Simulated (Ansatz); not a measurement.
The cluster B7H13. Total charge 0; singlet. Geometry B3LYP-D4/def2-SVP, basis def2-TZVP, Ansatz.

```
atom   x (Å)   y (Å)   z (Å)
  B1  -1.030   0.730  -0.885
  B2   1.794  -0.020   0.738
  B3   0.074  -1.446  -1.142
  B4  -0.106   1.624   0.216
  B5  -1.943   1.152   0.511
  B6   0.857  -1.573   0.500
  B7   0.351  -0.073  -0.171
  H8   0.203  -1.982   1.418
  H9  -0.063   1.861   1.394
 H10  -2.794   1.997   0.378
 H11   0.792  -1.109  -2.061
 H12  -2.137   0.191  -0.481
 H13   1.989   0.294   1.875
 H14   2.102  -1.440   0.752
 H15   0.412   2.438  -0.506
 H16  -1.960   0.449   1.490
 H17  -0.917  -2.081  -1.364
 H18  -1.087   1.038  -2.038
 H19   2.549   0.344  -0.137
 H20   0.917  -2.395  -0.489
```

```json
{"run": "A", "HOMO (eV)": "-7.11", "LUMO (eV)": "-3.52"}
{"run": "B", "HOMO (eV)": "-7.46", "LUMO (eV)": "-3.34"}
{"run": "C", "HOMO (eV)": "-9.17", "LUMO (eV)": "-1.51"}
{"run": "D", "HOMO (eV)": "-8.19", "LUMO (eV)": "-2.64"}
{"run": "E", "HOMO (eV)": "-10.71", "LUMO (eV)": "-0.48"}
{"run": "F", "HOMO (eV)": "-7.32", "LUMO (eV)": "-3.28"}
```

LC-ωPBE has ω = 0.4 bohr⁻¹. Another isomer (singlet) lies 1.46 eV lower at PBE0-D4/def2-TZVP; other spin states weren't run for this one.

Question: The runs used B97M-V, BHLYP, LC-ωPBE, PBE, PBE0, r2SCAN. Estimate which is which.

Answer: A PBE (0 % exact exchange); B B97M-V (0 % exact exchange); C BHLYP (50 % exact exchange); D PBE0 (25 % exact exchange); E LC-ωPBE (range-separated); F r2SCAN (0 % exact exchange). Exact exchange lowers occupied and raises empty levels; among semilocal functionals meta-GGAs tend to open the gap a little, and such runs are hard to tell apart. The gap grows from 3.59 eV (PBE) to 10.23 eV (LC-ωPBE).
